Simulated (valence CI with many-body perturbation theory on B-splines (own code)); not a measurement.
# Bi XXXV: input, log and results

Calculated by relativistic CI+MBPT: three valence electrons over a frozen Dirac-Fock core [Kr] 4d10, a basis of 7 s, 7 p, 7 d, 7 f, 4 g, 2 h functions for each j, with the one-electron correlation potential Σ1 (screened to all orders), the two-electron term Σ2, the three-electron term Σ3, Breit, model QED; selected single and double excitations, second order for the rest, scaled by the run's own slope (own B-spline code, finite nucleus).

Command, and the settings that its task file holds:

```sh
python run_cv.py task.json out
```

```
atom Bi  Z=83  mass_number=209  rms_radius_fm=5.5211
core [Kr] 4d10
valence 4f3
avg = 1
basis = M
beyond = 1
breit = 1
cap = 32000
capref = 2200
cscale = 1
de = 0.0
dress = 0
eps = 2e-08
extrap = 1
h = 0.27
hh = 1
l2 = 3
lcore = 6
maxit = 60
n2 = 5
natural = 1
nlev = 190
nno = [4, 4, 4, 5, 3, 2]
nroot = 40
nsp = [3, 3, 3, 2, 1, 0]
pt2 = 1
qed = 1
rpa = 1
s1 = 1
s2 = 1
s3 = 1
screen = 1
tol = 2e-05
whole = 1
```

It took 59 s on 1 thread of Intel(R) Xeon(R) Processor @ 2.30GHz, with other jobs on the host.

Log. The first blocks belong to the next ion, which gives the ionisation energy. Fields: 2J, parity (1 odd), roots, reference size, generating configurations, candidates as configurations/state functions, variational space P, stored matrix elements, Davidson steps; e2 is the range of second-order energies in hartree. The first line gives the box (bohr), its intervals, the orbitals and the steps of their self-consistent field. Window is the range of levels sought, series limit the energy at which the first omitted orbital would enter, core excitation an estimate of the first excitation out of the core, left out the lowest levels not solved, and shifts from estimates the range by which levels moved from their first estimate, all in cm⁻¹.

```
rmax 4.3 intervals 58 orbitals 61 references ['4f3', '4f2 5s', '4f2 5p', '4f2 5d', '4f 5s2'] scf 3 t 1.3
2J=8 par=0 roots 2 ref 30 generators 2 cand 611/611 P 468/468 nnz 0 it 0
2J=8 par=0 roots 2 ref 30 generators 4 cand 173/173 P 578/578 nnz 0 it 0
   second order: generators 6 cand 63/63 e2 -0.00000 -0.00000
2J=4 par=0 roots 2 ref 45 generators 3 cand 659/659 P 565/565 nnz 0 it 0
2J=4 par=0 roots 2 ref 45 generators 4 cand 139/139 P 660/660 nnz 0 it 0
   second order: generators 6 cand 44/44 e2 -0.00000 -0.00000
2J=10 par=0 roots 2 ref 15 generators 2 cand 432/432 P 353/353 nnz 0 it 0
2J=10 par=0 roots 2 ref 15 generators 4 cand 94/94 P 401/401 nnz 0 it 0
   second order: generators 9 cand 46/46 e2 -0.00000 -0.00000
reference levels 1493, estimated 247, window 3102202 1/cm; series limit 6667788, core excitation 2040982
2J=9 par=1 roots 18 ref 118 generators 10 cand 2394/6349 P 1995/6398 nnz 8.2e+06 it 5
2J=9 par=1 roots 18 ref 118 generators 10 cand 1130/2568 P 2772/8326 nnz 1.3e+07 it 5
   second order: generators 25 cand 4517/14286 e2 -0.00001 -0.00000
2J=3 par=1 roots 17 ref 111 generators 10 cand 2310/5072 P 2601/6385 nnz 7.1e+06 it 5
2J=3 par=1 roots 17 ref 111 generators 13 cand 2271/5453 P 3011/7277 nnz 8.7e+06 it 5
   second order: generators 24 cand 4477/11242 e2 -0.00001 -0.00000
2J=11 par=1 roots 14 ref 91 generators 8 cand 1870/4578 P 2065/6064 nnz 7.5e+06 it 4
2J=11 par=1 roots 14 ref 91 generators 8 cand 603/1104 P 2376/6709 nnz 8.7e+06 it 6
   second order: generators 21 cand 3508/10469 e2 -0.00001 -0.00000
2J=5 par=1 roots 20 ref 133 generators 13 cand 3373/8181 P 2145/6400 nnz 7.4e+06 it 7
2J=5 par=1 roots 20 ref 133 generators 15 cand 3614/9667 P 3558/9761 nnz 1.4e+07 it 6
   second order: generators 37 cand 6057/17671 e2 -0.00002 -0.00000
2J=13 par=1 roots 8 ref 56 generators 6 cand 1131/2539 P 1695/4404 nnz 4.1e+06 it 4
2J=13 par=1 roots 8 ref 56 generators 6 cand 404/691 P 1875/4769 nnz 4.7e+06 it 4
   second order: generators 15 cand 2386/6381 e2 -0.00001 -0.00000
2J=7 par=1 roots 20 ref 135 generators 12 cand 3325/8507 P 1985/6400 nnz 7.7e+06 it 5
2J=7 par=1 roots 20 ref 135 generators 13 cand 2894/7779 P 3447/10059 nnz 1.6e+07 it 10
   second order: generators 36 cand 6041/19068 e2 -0.00002 -0.00000
2J=15 par=1 roots 5 ref 29 generators 5 cand 413/856 P 1184/2755 nnz 1.9e+06 it 3
...
2J=11 par=0 roots 4 ref 89 generators 7 cand 1704/4493 P 2059/5918 nnz 6.5e+06 it 4
   second order: generators 14 cand 4771/13821 e2 -0.00001 -0.00001
2J=13 par=0 roots 3 ref 59 generators 5 cand 1682/3980 P 1500/3877 nnz 2.9e+06 it 3
2J=13 par=0 roots 3 ref 59 generators 5 cand 1142/2662 P 1844/4751 nnz 4.2e+06 it 3
   second order: generators 10 cand 1954/5028 e2 -0.00001 -0.00000
2J=1 par=0 roots 4 ref 62 generators 6 cand 1325/2030 P 2093/3367 nnz 1.8e+06 it 3
2J=1 par=0 roots 4 ref 62 generators 9 cand 1333/2087 P 2428/3934 nnz 2.4e+06 it 5
   second order: generators 11 cand 2296/3678 e2 -0.00001 -0.00000
left out: unestimated 4503246, estimated 3626312, shifts from estimates -5 to 16
operators 4.7
```

The Davidson iterations converged.

No measured spectrum was set against this ion. As an estimate, large intervals hold to a few tenths of a per cent, small ones and those within an open d or f shell to about a per cent. Excitations out of the core, of the other parity, are not computed and may begin above about 202 eV (a cautious bound); beyond it only levels of the ground parity were kept, without lifetimes.

- Valence energy: -156.2207 hartree
- Ionisation energy: 1355.2 eV (NIST: 1380 ± 70 eV (theoretical))
- Reference configurations for the orbitals: 4f3, 4f2 5s, 4f2 5p, 4f2 5d, 4f 5s2
- Radial orbitals: 61
- Box radius: 4.266 bohr
- Largest variational space: 10059
- Lowest levels: (4f5/2^3) J=9/2 0.0, (4f5/2^3) J=3/2 46296, (4f5/2^2 4f7/2) J=11/2 [a] 50047, (4f5/2^3) J=5/2 72017, (4f5/2^2 4f7/2) J=9/2 78008, (4f5/2^2 4f7/2) J=13/2 82870, (4f5/2^2 4f7/2) J=5/2 [a] 92936, (4f5/2^2 4f7/2) J=3/2 [a] 94064, (4f5/2^2 4f7/2) J=7/2 [a] 95297, (4f5/2^2 4f7/2) J=15/2 106100, (4f5/2^2 4f7/2) J=7/2 [b] 112310, (4f5/2^2 4f7/2) J=11/2 [b] 128740, (4f5/2 4f7/2^2) J=13/2 [a] 130090, (4f5/2^2 4f7/2) J=1/2 130810 cm⁻¹

Levels are named by their leading jj configuration (3d3/2^4 stands for four electrons in 3d with j = 3/2), which in mixed levels can hold well under half, so a name can repeat and another be missing. Letters in brackets count levels of one name in rising energy.
